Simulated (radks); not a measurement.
The chromium ion Cr6+ is in [Ar]. Calculated with a radial shooting solver on a logarithmic mesh with Libxc functionals: scalar-relativistic Kohn-Sham, r2SCAN, spin-polarised, spherical densities, finite nucleus; meta-GGA in the generalised Kohn-Sham scheme; Fermi nuclear charge, rms radius of each element as measured or else 0.836 A^(1/3) + 0.57 fm. Open shells are filled with parallel spins first. One electron is removed from 3s, 2p, 3p, 2s in turn, with full relaxation. Which removal costs least, and what does each cost?

Answer. 3p 161.37 eV; 3s 192.97 eV; 2p 716.45 eV; 2s 820.85 eV. The 3p electron leaves first.
